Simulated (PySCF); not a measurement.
**Zr⁺: ionisation energy**

Zr⁺ [Kr] 4d2 5s1 (4F) → Zr²⁺ [Kr] 4d2 (3F), as a difference of total energies. Computed with PySCF 2.14 in aug-cc-pVDZ-PP with ECP28MDF, with a scalar-relativistic core potential. Correlated levels: valence: 4s2 4p6 frozen. The calculations carry no spin-orbit coupling.

| method | ionisation energy (eV) |
| --- | --- |
| UHF | 12.254 |
| M06-2X | 13.017 |
| PBE | 13.385 |
| MP2 (valence) | 12.442 |
| SCS-MP2 (valence) | 12.317 |

Task: How much does correlation contribute at MP2 (valence)?

Result: 12.442 − (12.254) = 0.188 eV, measured against UHF.

The reference lies between the lowest fine-structure levels, while these numbers refer to the centres of the terms.

Errors of the correlated levels include the incompleteness of this basis and the frozen core.

For comparison: 13.13 eV (measured; NIST Atomic Spectra Database, ionization energies).
